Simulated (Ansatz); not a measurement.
Cost and result for the atomization energy of `BOC[SiH2]Cl` (11 atoms, 10 bonds).

| atom | x (Å) | y (Å) | z (Å) |
| --- | --- | --- | --- |
| B1 | 1.275 | 1.613 | -0.511 |
| O2 | 1.102 | 0.486 | 0.197 |
| C3 | 0.325 | -0.604 | -0.289 |
| Si4 | -1.210 | -0.773 | 0.792 |
| Cl5 | -2.301 | -2.370 | 0.095 |
| H6 | 0.787 | 1.718 | -1.605 |
| H7 | 1.925 | 2.474 | 0.002 |
| H8 | 0.931 | -1.513 | -0.232 |
| H9 | 0.044 | -0.450 | -1.337 |
| H10 | -2.038 | 0.451 | 0.687 |
| H11 | -0.840 | -1.032 | 2.202 |

Total charge 0; spin multiplicity 1. The geometry is a stationary point of PBE0-D4/def2-TZVP. It is one conformer, not always the lowest. Program: Ansatz. All runs use 4 threads of an Arm Neoverse V2 on a shared host. Times are those of one run each, without the atoms' runs, and a repeat can differ threefold. Electronic energies, without spin–orbit coupling; frozen cores. CCSD(T)/CBS adds CCSD(T) − MP2 in def2-TZVPP to the MP2 limit, and its time is that of the two runs behind it. T1 = 0.013. B3LYP takes the VWN-RPA correlation (the form of Gaussian; ORCA's B3LYP/G).

CCSD(T)/CBS is a level of theory with its own doubt, some kJ/mol a heavy atom from the limit and from the frozen cores, so smaller differences don't rank the functionals.

```json
{"level": "PBE-D4/def2-TZVPP (with forces)", "functions": "261", "wall time": "2.1 s"}
{"level": "PBE0-D4/def2-TZVPP", "functions": "261", "wall time": "2.6 s"}
{"level": "B3LYP-D4/def2-TZVPP (with forces)", "functions": "261", "wall time": "4.1 s"}
{"level": "r2SCAN-D4/def2-TZVPP (with forces)", "functions": "261", "wall time": "4.2 s"}
{"level": "B2PLYP/def2-TZVPP", "functions": "261", "wall time": "4.6 s"}
{"level": "ωB97X-V/def2-TZVPP", "functions": "261", "wall time": "7 s"}
{"level": "ωB97M-V/def2-TZVPP (with forces)", "functions": "261", "wall time": "9.5 s"}
{"level": "MP2/def2-QZVPP", "functions": "491", "wall time": "18 s"}
{"level": "CCSD(T)/def2-TZVPP", "functions": "261", "wall time": "2.1 min"}
{"level": "CCSD(T)/CBS(def2)", "functions": "–", "wall time": "2.4 min"}
```

What atomization energy does each give, and how far from CCSD(T)/CBS? (Estimate.)

The calculation gave: 
| level | atomization (kJ/mol) | difference from CCSD(T)/CBS | per bond |
| --- | --- | --- | --- |
| PBE-D4/def2-TZVPP (with forces) | 3981.9 | 47.0 | 4.7 |
| PBE0-D4/def2-TZVPP | 3931.5 | -3.4 | -0.3 |
| B3LYP-D4/def2-TZVPP (with forces) | 3935.9 | 1.0 | 0.1 |
| r2SCAN-D4/def2-TZVPP (with forces) | 3954.4 | 19.5 | 1.9 |
| B2PLYP/def2-TZVPP | 3896.7 | -38.2 | -3.8 |
| ωB97X-V/def2-TZVPP | 3955.3 | 20.4 | 2.0 |
| ωB97M-V/def2-TZVPP (with forces) | 3957.3 | 22.4 | 2.2 |
| MP2/def2-QZVPP | 3958.4 | 23.5 | 2.4 |
| CCSD(T)/def2-TZVPP | 3835.8 | -99.1 | -9.9 |
| CCSD(T)/CBS(def2) | 3934.9 | 0.0 | 0.0 |

From PBE to PBE0 (25 % exact exchange), in def2-TZVPP and without D4, the atomization energy moves by −47.0 kJ/mol: exact exchange takes away binding that semilocal exchange gives to molecules. The D4 term adds +36.7 kJ/mol with B3LYP and +19.3 kJ/mol with PBE0; it sums over pairs of atoms, weighted by their polarisabilities, and B3LYP, whose exchange is more repulsive, gets the larger term. In def2-TZVPP, CCSD(T) changes the Hartree–Fock value by +863.8 kJ/mol (the triples alone add +51.0 kJ/mol) and MP2 by +927.5 kJ/mol; breaking electron pairs costs correlation energy, which Hartree–Fock lacks.
